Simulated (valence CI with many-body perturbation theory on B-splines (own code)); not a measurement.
E1 line list for Dy51+

Method: configuration interaction combined with many-body perturbation theory (CI+MBPT): five valence electrons over a frozen Dirac-Fock core [Ne], radial functions for each j: 9 s, 9 p, 8 d, 6 f, 3 g, 1 h, with the one-electron correlation potential Σ1 (screened to all orders), the two-electron term Σ2, the three-electron term Σ3, Breit, model QED; selected single and double excitations, second order for the rest (own B-spline code, finite nucleus).

The last digits are not significant, and no measured levels were compared; by estimate large intervals hold to a few tenths of a per cent, small ones and those within an open d or f shell to about a per cent. Among the levels kept, up to 610 cm⁻¹ of a level comes from second order outside the variational space, and about a tenth of that is noise between levels of different J, which matters for small intervals.

Lines 151 to 200 of 209 in falling wavelength, among levels below 47.790 Ry, chosen from the strongest by gf and those to the six lowest levels. Wavelengths and rates use the calculated energies. Electric multipoles are in the length gauge, E1 and E2 with the static RPA response of the core. Weak lines are less certain than strong ones. Lines between different terms over intervals too small for the method are left out, as are lines whose strength nearly cancels. The highest levels of a list are the least certain.

Levels are named by their leading jj configuration (3d3/2^4 stands for four electrons in 3d with j = 3/2), which in mixed levels can hold well under half, so a name can repeat and another be missing. Letters in brackets count levels of one name in rising energy.

```csv
λ vac (nm),Upper,Lower,A (s⁻¹),log gf,Branch %
3.565,(3s 3p1/2^2 3p3/2 3d5/2) J=7/2 [a],(3s^2 3p1/2^2 3d5/2) J=5/2,1.72e+10,-1.58,8.5
3.556,(3s 3p1/2^2 3p3/2 3d5/2) J=3/2 [a],(3s^2 3p1/2^2 3d5/2) J=5/2,5.77e+10,-1.36,36.4
3.524,(3s 3p1/2 3p3/2^3) J=3/2 [a],(3s^2 3p1/2 3p3/2^2) J=3/2,4.94e+11,-0.43,92.0
3.483,(3s 3p1/2 3p3/2^3) J=5/2,(3s^2 3p1/2 3p3/2^2) J=5/2,5.12e+11,-0.25,97.4
3.448,(3s 3p1/2^2 3p3/2 3d3/2) J=3/2 [b],(3s^2 3p1/2^2 3d3/2) J=3/2,2.42e+11,-0.76,82.0
3.439,(3s 3p1/2 3p3/2^3) J=1/2,(3s^2 3p1/2 3p3/2^2) J=1/2,5.99e+11,-0.67,56.9
3.419,(3s 3p1/2 3p3/2^3) J=3/2 [b],(3s^2 3p1/2 3p3/2^2) J=1/2,1.59e+11,-0.95,13.4
3.419,(3s 3p1/2^2 3p3/2 3d5/2) J=7/2 [b],(3s^2 3p1/2^2 3d5/2) J=5/2,3.80e+11,-0.27,69.9
3.386,(3s 3p1/2^2 3p3/2^2) J=3/2,(3s^2 3p1/2^2 3p3/2) J=3/2,3.96e+11,-0.56,91.5
3.383,(3s 3p1/2 3p3/2^3) J=5/2,(3s^2 3p1/2 3p3/2^2) J=3/2,1.96e+08,-3.70,0.0
3.380,(3s 3p1/2^2 3p3/2^2) J=1/2,(3s^2 3p1/2^2 3p3/2) J=3/2,2.76e+11,-1.02,92.1
3.339,(3s 3p1/2^2 3p3/2 3d3/2) J=5/2 [b],(3s^2 3p1/2^2 3d3/2) J=3/2,5.06e+11,-0.29,91.3
3.312,(3s 3p1/2^2 3p3/2 3d5/2) J=5/2 [b],(3s^2 3p1/2^2 3d5/2) J=5/2,2.32e+11,-0.64,40.7
3.308,(3s 3p1/2^2 3p3/2 3d3/2) J=1/2 [b],(3s^2 3p1/2^2 3d3/2) J=3/2,5.61e+11,-0.73,90.8
3.300,(3s 3p1/2^2 3p3/2 3d5/2) J=3/2 [b],(3s^2 3p1/2^2 3d5/2) J=5/2,3.22e+11,-0.68,51.5
3.299,(3s 3p1/2 3p3/2^3) J=3/2 [b],(3s^2 3p1/2 3p3/2^2) J=5/2,9.04e+11,-0.23,75.9
3.236,(3s^2 3p1/2 3d3/2^2) J=3/2,(3s^2 3p1/2^2 3d5/2) J=5/2,3.40e+10,-1.67,1.3
3.227,(3s 3p1/2 3p3/2^3) J=1/2,(3s^2 3p1/2 3p3/2^2) J=3/2,4.30e+11,-0.87,40.9
3.210,(3s 3p1/2 3p3/2^3) J=3/2 [b],(3s^2 3p1/2 3p3/2^2) J=3/2,1.07e+11,-1.18,9.0
3.177,(3s^2 3p1/2 3p3/2 3d3/2) J=5/2 [a],(3s^2 3p1/2^2 3p3/2) J=3/2,1.62e+09,-2.83,29.9
3.157,(3s^2 3p1/2 3p3/2 3d3/2) J=3/2 [a],(3s^2 3p1/2^2 3p3/2) J=3/2,9.94e+10,-1.23,89.3
3.156,(3s^2 3p1/2 3p3/2 3d3/2) J=1/2 [a],(3s^2 3p1/2^2 3p3/2) J=3/2,3.22e+09,-3.02,41.6
3.151,(3s^2 3p1/2 3d3/2 3d5/2) J=7/2,(3s^2 3p1/2^2 3d5/2) J=5/2,3.25e+10,-1.41,16.8
3.119,(3s 3p1/2^2 3p3/2 3d5/2) J=5/2 [a],(3s^2 3p1/2^2 3d3/2) J=3/2,1.86e+09,-2.79,0.9
3.087,(3s^2 3p1/2 3d3/2^2) J=5/2,(3s^2 3p1/2^2 3d3/2) J=3/2,7.40e+11,-0.20,98.0
3.052,(3s 3p1/2^2 3p3/2 3d5/2) J=3/2 [a],(3s^2 3p1/2^2 3d3/2) J=3/2,1.47e+09,-3.09,0.9
3.042,(3s^2 3p3/2^2 3d3/2) J=3/2 [a],(3s^2 3p1/2 3p3/2^2) J=1/2,1.26e+11,-1.16,6.2
3.034,(3s^2 3p3/2^2 3d3/2) J=1/2,(3s^2 3p1/2 3p3/2^2) J=1/2,1.34e+11,-1.43,6.3
2.964,(3s^2 3p3/2^2 3d3/2) J=5/2,(3s^2 3p1/2 3p3/2^2) J=5/2,9.35e+11,-0.13,65.5
2.962,(3s^2 3p3/2^2 3d3/2) J=7/2,(3s^2 3p1/2 3p3/2^2) J=5/2,1.00e+12,0.02,100.0
2.947,(3s^2 3p3/2^2 3d3/2) J=3/2 [a],(3s^2 3p1/2 3p3/2^2) J=5/2,7.00e+11,-0.44,34.8
2.925,(3s^2 3p3/2^2 3d3/2) J=3/2 [b],(3s^2 3p1/2 3p3/2^2) J=1/2,1.30e+12,-0.18,95.0
2.908,(3s^2 3p1/2 3p3/2 3d3/2) J=5/2 [b],(3s^2 3p1/2^2 3p3/2) J=3/2,1.44e+12,0.04,99.7
2.904,(3s 3p1/2^2 3p3/2 3d5/2) J=1/2,(3s^2 3p1/2^2 3d3/2) J=3/2,2.68e+09,-3.17,1.2
2.892,(3s^2 3p3/2^2 3d3/2) J=5/2,(3s^2 3p1/2 3p3/2^2) J=3/2,4.92e+11,-0.43,34.5
2.875,(3s^2 3p3/2^2 3d3/2) J=3/2 [a],(3s^2 3p1/2 3p3/2^2) J=3/2,1.19e+12,-0.23,59.0
2.871,(3s 3p1/2^2 3p3/2 3d5/2) J=5/2 [b],(3s^2 3p1/2^2 3d3/2) J=3/2,4.21e+08,-3.51,0.1
2.868,(3s^2 3p3/2^2 3d3/2) J=1/2,(3s^2 3p1/2 3p3/2^2) J=3/2,1.97e+12,-0.31,93.6
2.861,(3s 3p1/2^2 3p3/2 3d5/2) J=3/2 [b],(3s^2 3p1/2^2 3d3/2) J=3/2,9.99e+10,-1.31,16.0
2.856,(3s^2 3p1/2 3p3/2 3d3/2) J=3/2 [b],(3s^2 3p1/2^2 3p3/2) J=3/2,2.53e+12,0.09,100.0
2.856,(3s^2 3p1/2 3p3/2 3d3/2) J=1/2 [b],(3s^2 3p1/2^2 3p3/2) J=3/2,1.84e+12,-0.35,99.7
2.836,(3s^2 3p3/2^2 3d3/2) J=3/2 [b],(3s^2 3p1/2 3p3/2^2) J=5/2,6.33e+10,-1.52,4.6
2.836,(3s^2 3p1/2 3d3/2^2) J=1/2,(3s^2 3p1/2^2 3d3/2) J=3/2,1.71e+12,-0.38,99.1
2.813,(3s^2 3p1/2 3d3/2^2) J=3/2,(3s^2 3p1/2^2 3d3/2) J=3/2,2.62e+12,0.09,97.7
2.807,(3s^2 3p3/2^2 3d5/2) J=7/2,(3s^2 3p1/2 3p3/2^2) J=5/2,1.15e+10,-1.96,99.2
2.774,(3s^2 3p1/2 3p3/2 3d5/2) J=3/2 [a],(3s^2 3p1/2^2 3p3/2) J=3/2,1.08e+10,-2.30,11.4
2.770,(3s^2 3p3/2^2 3d3/2) J=3/2 [b],(3s^2 3p1/2 3p3/2^2) J=3/2,2.68e+09,-2.91,0.2
2.751,(3s^2 3p1/2 3p3/2 3d5/2) J=5/2 [a],(3s^2 3p1/2^2 3p3/2) J=3/2,2.62e+10,-1.75,26.7
2.634,(3s^2 3p1/2 3p3/2 3d5/2) J=5/2 [b],(3s^2 3p1/2^2 3p3/2) J=3/2,1.47e+10,-2.04,3.0
2.595,(3s^2 3p1/2 3p3/2 3d5/2) J=3/2 [b],(3s^2 3p1/2^2 3p3/2) J=3/2,3.11e+10,-1.90,13.5
```
